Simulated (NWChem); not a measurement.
System: TiH$_{2}$SO$_{2}$; SMILES [OH][Ti]([OH])=[S]

NWChem input:

```
start job
memory heap 200 mb stack 900 mb global 1100 mb
geometry units angstroms noautoz
  Ti    -0.465137     0.027670     0.215814
  S      0.074522    -0.038366     2.229554
  O     -0.074126    -1.467023    -0.720076
  H      0.268819    -2.292936    -0.332222
  O     -0.073650     1.580276    -0.620269
  H      0.269550     2.378932    -0.179207
end
basis spherical
  Ti library def2-svp
  S library def2-svp
  O library def2-svp
  H library def2-svp
end
dft
  xc mn15-l
  iterations 150
  mulliken
end
task dft energy
```

Excerpt of the output:

```
             Northwest Computational Chemistry Package (NWChem) 7.3.0
             --------------------------------------------------------

 CS  symmetry detected

                             Geometry "geometry" -> ""
                             -------------------------

 Output coordinates in angstroms (scale by  1.889725989 to convert to a.u.)

  No.       Tag          Charge          X              Y              Z
 ---- ---------------- ---------- -------------- -------------- --------------
    1 Ti                  22.0000    -0.26209072    -0.33172852     0.00000000
    2 S                   16.0000     0.08520145     1.72499935     0.00000000
    3 O                    8.0000     0.21099326    -1.17735130    -1.52446653
    4 H                    1.0000     0.51344019    -0.73217071    -2.33718660
    5 O                    8.0000     0.21099326    -1.17735130     1.52446653
    6 H                    1.0000     0.51344019    -0.73217071     2.33718660

 Effective nuclear repulsion energy (a.u.)     270.0797069916

      Symmetry information
      --------------------

 Group name             Cs
 Group number              2
 Group order               2
 No. of unique centers     4

                                 NWChem DFT Module
                                 -----------------

 Summary of "ao basis" -> "ao basis" (spherical)
 ------------------------------------------------------------------------------
       Tag                 Description            Shells   Functions and Types
 ---------------- ------------------------------  ------  ---------------------
 Ti                         def2-svp                11       31   5s3p2d1f
 S                          def2-svp                 8       18   4s3p1d
 O                          def2-svp                 6       14   3s2p1d
 H                          def2-svp                 3        5   2s1p

      Symmetry analysis of basis
      --------------------------

        a'         53
        a"         34

            General Information
            -------------------
          SCF calculation type: DFT
          Wavefunction type:  closed shell.
          No. of atoms     :     6
          No. of electrons :    56
           Alpha electrons :    28
            Beta electrons :    28
          Charge           :     0
          Spin multiplicity:     1
          Use of symmetry is: on ; symmetry adaption is: on
          Maximum number of iterations: 150
          AO basis - number of functions:    87
                     number of shells:    37
          Convergence on energy requested:  1.00D-06
          Convergence on density requested:  1.00D-05
          Convergence on gradient requested:  5.00D-04

              XC Information
              --------------
                       MN15-L Method XC Functional
                        MN15-L Exchange Functional  1.000
                      MN15-L Correlation Potential  1.000

             Grid Information
             ----------------
          Grid used for XC integration:  medium
          Radial quadrature: Mura-Knowles
          Angular quadrature: Lebedev.
          Tag              B.-S. Rad. Rad. Pts. Rad. Cut. Ang. Pts.
          ---              ---------- --------- --------- ---------
          Ti                  1.40      112          10.0       590
          S                   1.00       88          10.0       590
          O                   0.60       49          10.0       434
          H                   0.35       45          12.0       434
          Grid pruning is: on
          Number of quadrature shells:   294
          Spatial weights used:  Erf1

      Superposition of Atomic Density Guess
      -------------------------------------

 Sum of atomic energies:       -1395.98673079

      Non-variational initial energy
      ------------------------------

 Total energy =   -1396.192405
 1-e energy   =   -2456.265060
 2-e energy   =     789.992948
 HOMO         =      -0.347487
 LUMO         =      -0.076211

      Symmetry analysis of molecular orbitals - initial
      -------------------------------------------------

  Numbering of irreducible representations:

     1 a'          2 a"

  Orbital symmetries:

     1 a'          2 a'          3 a'          4 a'          5 a"
     6 a'          7 a"          8 a'          9 a'         10 a'
    11 a"         12 a'         13 a'         14 a"         15 a'
    16 a'         17 a'         18 a"         19 a'         20 a'
    21 a"         22 a'         23 a"         24 a'         25 a"
    26 a'         27 a'         28 a"         29 a'         30 a'
    31 a'         32 a"         33 a"         34 a'         35 a"
    36 a'         37 a'         38 a'

     ---------------------------------------------
      Total Density - Mulliken Population Analysis
     ---------------------------------------------

    Atom       Charge   Shell Charges
 -----------   ------   -------------------------------------------------------
    1 Ti  22    19.44   2.00  2.00  2.00  0.30  0.00  6.00  6.00  0.29  0.35  0.46  0.04
    2 S   16    17.23   2.00  1.99  1.24  0.67  5.95  2.07  3.29  0.02
    3 O    8     9.02   1.99  1.12  0.68  3.20  2.03  0.00
    4 H    1     0.64   0.51  0.08  0.06
    5 O    8     9.02   1.99  1.12  0.68  3.20  2.03  0.00
    6 H    1     0.64   0.51  0.08  0.06

   convergence    iter        energy       DeltaE   RMS-Dens  Diis-err
 ---------------- ----- ----------------- --------- --------- ---------
 d= 0,ls=0.0,diis     1  -1398.2271755469 -1.67D+03  6.09D-02  3.23D+00
 d= 0,ls=0.5,diis     2  -1379.8546147904  1.84D+01  1.40D-02  1.11D+02
 d= 0,ls=0.5,diis     3  -1385.4542001314 -5.60D+00  4.91D-03  1.01D+02
 d= 0,ls=0.5,diis     4  -1387.2535887170 -1.80D+00  9.72D-03  9.57D+01
 d= 0,ls=0.5,diis     5  -1391.2041913496 -3.95D+00  1.04D-02  6.88D+01
 d= 0,ls=0.5,diis     6  -1394.6199650817 -3.42D+00  7.08D-03  4.02D+01
 d= 0,ls=0.5,diis     7  -1396.3158103660 -1.70D+00  6.54D-03  2.36D+01
 d= 0,ls=0.5,diis     8  -1397.4985393775 -1.18D+00  5.30D-03  1.18D+01
 d= 0,ls=0.5,diis     9  -1398.1263225345 -6.28D-01  5.17D-03  5.62D+00
 d= 0,ls=0.5,diis    10  -1398.5545617024 -4.28D-01  4.12D-03  1.64D+00
 d= 0,ls=0.5,diis    11  -1398.7248365423 -1.70D-01  2.86D-03  3.05D-01
  Resetting Diis
 d= 0,ls=0.5,diis    12  -1398.7726268597 -4.78D-02  1.86D-03  3.53D-02
 d= 0,ls=0.5,diis    13  -1398.7830923397 -1.05D-02  1.47D-03  9.97D-03
 d= 0,ls=0.5,diis    14  -1398.7869887871 -3.90D-03  1.09D-03  1.08D-02
 d= 0,ls=0.5,diis    15  -1398.7896245313 -2.64D-03  9.36D-04  4.74D-03
 d= 0,ls=0.5,diis    16  -1398.7912190313 -1.59D-03  6.22D-04  1.46D-03
 d= 0,ls=0.5,diis    17  -1398.7919497314 -7.31D-04  4.36D-04  1.03D-03
 d= 0,ls=0.5,diis    18  -1398.7923923776 -4.43D-04  3.35D-04  9.31D-04
 d= 0,ls=0.5,diis    19  -1398.7926914183 -2.99D-04  2.56D-04  6.57D-04
 d= 0,ls=0.5,diis    20  -1398.7928856696 -1.94D-04  2.01D-04  4.51D-04
 d= 0,ls=0.5,diis    21  -1398.7930110738 -1.25D-04  1.59D-04  2.95D-04
 d= 0,ls=0.5,diis    22  -1398.7930922325 -8.12D-05  1.25D-04  1.81D-04
 d= 0,ls=0.5,diis    23  -1398.7931424613 -5.02D-05  9.90D-05  1.11D-04
 d= 0,ls=0.5,diis    24  -1398.7931739560 -3.15D-05  7.78D-05  6.40D-05
 d= 0,ls=0.5,diis    25  -1398.7931922722 -1.83D-05  6.10D-05  4.16D-05
 d= 0,ls=0.5,diis    26  -1398.7932038187 -1.15D-05  4.79D-05  2.63D-05
 d= 0,ls=0.5,diis    27  -1398.7932110134 -7.19D-06  3.76D-05  1.62D-05
 d= 0,ls=0.5,diis    28  -1398.7932154371 -4.42D-06  2.94D-05  9.81D-06
 d= 0,ls=0.5,diis    29  -1398.7932181446 -2.71D-06  2.30D-05  6.02D-06
 d= 0,ls=0.5,diis    30  -1398.7932198117 -1.67D-06  1.81D-05  3.73D-06
 d= 0,ls=0.5,diis    31  -1398.7932208338 -1.02D-06  1.42D-05  2.33D-06
 d= 0,ls=0.5,diis    32  -1398.7932214645 -6.31D-07  1.11D-05  1.47D-06
 d= 0,ls=0.5,diis    33  -1398.7932218584 -3.94D-07  8.76D-06  9.17D-07

         Total DFT energy =    -1398.793222100958
      One electron energy =    -2459.817538189021
           Coulomb energy =      876.262034000339
    Exchange-Corr. energy =      -85.317424903877
 Nuclear repulsion energy =      270.079706991601

 Numeric. integr. density =       55.999996439473

                  Occupations of the irreducible representations
                  ----------------------------------------------

                     irrep           alpha         beta
                     --------     --------     --------
                     a'               19.0         19.0
                     a"                9.0          9.0

                       DFT Final Molecular Orbital Analysis
                       ------------------------------------

 Vector   26  Occ=2.000000D+00  E=-2.518663D-01  Symmetry=a'
              MO Center=  5.0D-02,  1.4D+00,  1.5D-15, r^2= 2.1D+00
   Bfn.  Coefficient  Atom+Function         Bfn.  Coefficient  Atom+Function
  ----- ------------  ---------------      ----- ------------  ---------------
    43      0.500568  2 S  py                40      0.391982  2 S  py
    19      0.251052  1 Ti d  2              37      0.229886  2 S  py
     4     -0.219711  1 Ti s                 35      0.211769  2 S  s
     3      0.207483  1 Ti s                 10      0.154640  1 Ti py
    17      0.151004  1 Ti d  0              24      0.110015  1 Ti d  2

 Vector   27  Occ=2.000000D+00  E=-2.344439D-01  Symmetry=a'
              MO Center= -3.6D-03,  1.2D+00,  3.7D-15, r^2= 2.0D+00
   Bfn.  Coefficient  Atom+Function         Bfn.  Coefficient  Atom+Function
  ----- ------------  ---------------      ----- ------------  ---------------
    42      0.535538  2 S  px                39      0.366081  2 S  px
    15      0.287461  1 Ti d -2              36      0.215827  2 S  px
    20      0.157306  1 Ti d -2              12      0.130233  1 Ti px
     9     -0.098909  1 Ti px                19      0.096637  1 Ti d  2
    43     -0.075237  2 S  py                13     -0.064457  1 Ti py

 Vector   28  Occ=2.000000D+00  E=-2.237776D-01  Symmetry=a"
              MO Center=  2.7D-02,  1.3D+00,  9.0D-15, r^2= 2.0D+00
   Bfn.  Coefficient  Atom+Function         Bfn.  Coefficient  Atom+Function
  ----- ------------  ---------------      ----- ------------  ---------------
    44      0.573431  2 S  pz                41      0.389775  2 S  pz
    38      0.228754  2 S  pz                16      0.224505  1 Ti d -1
    14      0.149995  1 Ti pz                21      0.126198  1 Ti d -1
    11     -0.116413  1 Ti pz                64      0.051013  4 H  s
    83     -0.051013  6 H  s                 54      0.050180  3 O  py

 Vector   29  Occ=0.000000D+00  E=-1.150713D-01  Symmetry=a'
              MO Center= -5.5D-01, -2.8D-01,  1.9D-14, r^2= 2.0D+00
   Bfn.  Coefficient  Atom+Function         Bfn.  Coefficient  Atom+Function
  ----- ------------  ---------------      ----- ------------  ---------------
    19      0.595968  1 Ti d  2               4      0.428694  1 Ti s
    17     -0.276806  1 Ti d  0               3     -0.257537  1 Ti s
    24      0.257710  1 Ti d  2               5      0.209036  1 Ti s
    35     -0.154621  2 S  s                 12     -0.149132  1 Ti px
    22     -0.146166  1 Ti d  0              42     -0.092376  2 S  px

 Vector   30  Occ=0.000000D+00  E=-8.374000D-02  Symmetry=a'
              MO Center= -1.9D-01,  9.8D-02, -1.4D-13, r^2= 2.0D+00
   Bfn.  Coefficient  Atom+Function         Bfn.  Coefficient  Atom+Function
  ----- ------------  ---------------      ----- ------------  ---------------
    15      0.709718  1 Ti d -2              42     -0.370951  2 S  px
    20      0.318849  1 Ti d -2              39     -0.193294  2 S  px
    13     -0.144087  1 Ti py                17      0.130665  1 Ti d  0
    43      0.123515  2 S  py                36     -0.112547  2 S  px
    53      0.103970  3 O  px                72      0.103970  5 O  px

 Vector   31  Occ=0.000000D+00  E=-8.262710D-02  Symmetry=a"
              MO Center= -2.5D-01, -3.8D-01,  1.6D-13, r^2= 1.4D+00
   Bfn.  Coefficient  Atom+Function         Bfn.  Coefficient  Atom+Function
  ----- ------------  ---------------      ----- ------------  ---------------
    18      0.719582  1 Ti d  1              23      0.314413  1 Ti d  1
    16     -0.267705  1 Ti d -1              53     -0.153766  3 O  px
    72      0.153766  5 O  px                56     -0.150336  3 O  px
    75      0.150336  5 O  px                44      0.140779  2 S  pz
    21     -0.124505  1 Ti d -1              14      0.122412  1 Ti pz

     ---------------------------------------------
      Total Density - Mulliken Population Analysis
     ---------------------------------------------

    Atom       Charge   Shell Charges
 -----------   ------   -------------------------------------------------------
    1 Ti  22    20.96   2.00  2.00  2.00  0.19 -0.02  6.00  6.02  0.48  1.37  0.88  0.05
    2 S   16    16.42   2.00  1.99  1.13  0.83  5.93  1.73  2.80  0.03
    3 O    8     8.54   1.99  1.08  0.73  2.78  1.95  0.01
    4 H    1     0.77   0.65  0.05  0.07
    5 O    8     8.54   1.99  1.08  0.73  2.78  1.95  0.01
    6 H    1     0.77   0.65  0.05  0.07

     -------------------------------------------
      Total Density - Lowdin Population Analysis
     -------------------------------------------

    Atom       Charge   Shell Charges
 -----------   ------   -------------------------------------------------------
    1 Ti  22    21.71   2.00  2.00  1.89  0.27  0.07  5.99  5.82  0.88  1.25  1.43  0.11
    2 S   16    16.11   2.00  1.95  0.94  0.77  5.81  1.86  2.73  0.03
    3 O    8     8.19   1.97  0.90  0.61  2.64  2.06  0.01
    4 H    1     0.90   0.54  0.17  0.18
    5 O    8     8.19   1.97  0.90  0.61  2.64  2.06  0.01
    6 H    1     0.90   0.54  0.17  0.18

     Multipole analysis of the density
     ---------------------------------

     L   x y z        total         alpha         beta         nuclear
     -   - - -        -----         -----         ----         -------
     0   0 0 0     -0.000000    -28.000000    -28.000000     56.000000

     1   1 0 0     -0.740876     -0.370438     -0.370438      0.000000
     1   0 1 0     -0.667577     -0.333789     -0.333789      0.000000
     1   0 0 1     -0.000000     -0.000000     -0.000000     -0.000000

     2   2 0 0    -27.114814    -18.676340    -18.676340     10.237865
     2   1 1 0      1.031225      1.340811      1.340811     -1.650397
     2   1 0 1     -0.000000     -0.000000     -0.000000      0.000000
     2   0 2 0    -38.461989   -150.077600   -150.077600    261.693211
     2   0 1 1      0.000000      0.000000      0.000000      0.000000
     2   0 0 2    -25.411753    -98.605782    -98.605782    171.799811
```

Level: MN15-L/def2-SVP. All runs use the structure optimised with PBE-D3(BJ)/def2-SVP.
